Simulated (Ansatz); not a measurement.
CH$_{8}$AlBNP (`C[B]([AlH2])NP`), relaxed with RKS PBE-D4/def2-SVP in Ansatz 0.2.0 from a rough embedded geometry. The force threshold is 0.03 eV/Å; the program also tests the step.

The species carries charge 0 and has multiplicity 1.

Start:

```xyz
13

C     0.848    0.932    1.252
B     0.379    0.043    0.104
Al   -0.239   -1.868    0.595
N     0.491    0.469   -1.391
P    -1.061    0.893   -2.069
H     1.221    1.965    0.862
H    -0.017    1.188    1.938
H     1.629    0.493    1.830
H    -0.320   -2.330    2.052
H    -0.649   -2.887   -0.626
H     0.973   -0.292   -1.903
H    -1.727   -0.331   -1.725
H    -1.528    1.726   -0.920
```

Question: By how much does the energy fall, and how many steps does the optimiser take? (Best estimate.)

Answer: Computed: 149.73 kJ/mol, in 23 steps, 2 of them rejected.

Question: Which bonds change most? (An estimate is asked.)

Answer: The calculation gave: B2–N4 from 1.558 to 1.422 Å; B2–Al3 from 2.067 to 2.159 Å; Al3–H9 from 1.531 to 1.613 Å; C1–H6 from 1.166 to 1.110 Å.

Question: Give the relaxed structure. (Estimate.)

Answer: The calculation gave: 
```xyz
13

C     0.204    0.903    1.163
B     0.083   -0.296    0.143
Al    0.419   -2.361    0.678
N    -0.282   -0.095   -1.217
P    -0.679    1.377   -2.132
H     0.127    1.919    0.722
H    -0.599    0.807    1.930
H     1.152    0.843    1.740
H     0.774   -2.892    2.159
H     0.305   -3.496   -0.471
H    -0.351   -0.917   -1.825
H    -1.572    1.996   -1.183
H     0.419    2.210   -1.707
```
